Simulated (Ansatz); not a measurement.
Species: CH4BO, charge 0, doublet. CH4BO (SMILES [CH2]OB, doublet).
B3LYP-D3(BJ)/def2-TZVP minimum from Ansatz (a first-principles code):
```
O
C 1 1.3516
B 1 1.3592 2 124.33
H 2 1.0768 1 116.03 3 -180.00
H 2 1.0810 4 124.75 1 -180.00
H 3 1.1888 1 116.49 2 180.00
H 3 1.1956 6 123.94 1 -180.00
```
Charge 0, spin multiplicity 2.

Total energies in hartree (Ansatz). Radicals and triplets start from unrestricted determinants; spin-orbit coupling is neglected. Cores are frozen in correlated methods. No relativity. For partners of very few electrons the exact lower level stands in for a higher one.

| species | HF/cc-pVTZ | CCSD(T)/cc-pVTZ | HF/cc-pVQZ | CCSD(T)/cc-pVQZ | CCSD(T)/cc-pVDZ | CCSDT(Q)/cc-pVDZ |
|---|---|---|---|---|---|---|
| 1: CH4BO (SMILES BO[CH2], doublet) | -139.77163 | -140.30266 | -139.78198 | -140.34457 | -140.15753 | -140.15924 |
| 2: B (doublet) | -24.53207 | -24.59810 | -24.53297 | -24.60084 | -24.58941 | -24.58977 |
| 3: H (doublet) | -0.49981 | -0.49981 | -0.49995 | -0.49995 | -0.49928 | -0.49928 |
| 4: O (triplet) | -74.81176 | -74.97396 | -74.81729 | -74.99357 | -74.90995 | -74.91013 |
| 5: C (triplet) | -37.69157 | -37.78076 | -37.69331 | -37.78654 | -37.76038 | -37.76071 |

Q: Work out the atomisation energy (electronic, to ground-state atoms) in kcal/mol: take Hartree-Fock from cc-pVQZ, extrapolate the CCSD(T) correlation energy as X^-3 (X = 3, 4), and add CCSDT(Q) - CCSD(T) in cc-pVDZ. 1 hartree = 627.51 kcal/mol.

A: 
Species 1: correlation (64·(-0.56259) - 27·(-0.53103))/37 = -0.58562; step -0.00171; E1 = -139.78198 + (-0.58562) + (-0.00171) = -140.36931
Species 2: correlation (64·(-0.06787) - 27·(-0.06603))/37 = -0.06921; step -0.00036; E2 = -24.53297 + (-0.06921) + (-0.00036) = -24.60254
Species 3: correlation (64·(0.00000) - 27·(0.00000))/37 = 0.00000; step +0.00000; E3 = -0.49995 + (0.00000) + (+0.00000) = -0.49995
Species 4: correlation (64·(-0.17628) - 27·(-0.16220))/37 = -0.18655; step -0.00018; E4 = -74.81729 + (-0.18655) + (-0.00018) = -75.00402
Species 5: correlation (64·(-0.09323) - 27·(-0.08919))/37 = -0.09618; step -0.00033; E5 = -37.69331 + (-0.09618) + (-0.00033) = -37.78982
-1·E1 +1·E2 +4·E3 +1·E4 +1·E5 = 0.97313 hartree = 610.6 kcal/mol.
